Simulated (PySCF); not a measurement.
Ionising NaSn

UHF-MP2; basis Na def2-SVP, Sn def2-SVP with ECP28; scalar-relativistic core potentials; PySCF 2.14. Neutral (UHF): quartet (σ ↑, π ↑↑), Re = 2.945 Å, ωe = 188 cm⁻¹, De = 1.17 eV.

NaSn⁺ (UHF): triplet (σ ↑, π ↑), Re = 3.458 Å, ωe = 107 cm⁻¹, De = 0.50 eV to Na⁺ + Sn. The energies at the minima are -375.22886 hartree for NaSn and -375.02473 for NaSn⁺.

**Question.** Work out the adiabatic ionisation energy, without and with harmonic zero-point energies (1 hartree = 27.2114 eV, 1 eV = 8065.5 cm⁻¹), and the change of the bond length.

**Answer.** At UHF-MP2: 0.20413 hartree = 5.555 eV between the minima; the zero-point term (107.0 − 188.0)/2 cm⁻¹ = -0.005 eV makes it 5.550 eV. Re changes by +51.3 pm against the neutral. The electron leaves a π orbital, and the ion is left as a loose complex of an ion and an atom.

Correlated steps freeze 5 core orbitals. Correlated levels converge slowly with the basis: in double zeta they bind strong bonds too weakly, by up to about 1 eV, and carry superposition errors of some tenths. These are scalar-relativistic numbers at best; spin–orbit coupling would shift them, the dissociation energy most. For an ion De counts to the pair picked by the measured ionisation energies or electron affinities, which need not be the lowest pair at this level. States were picked by a PBE0 search and need not be the measured ground states.
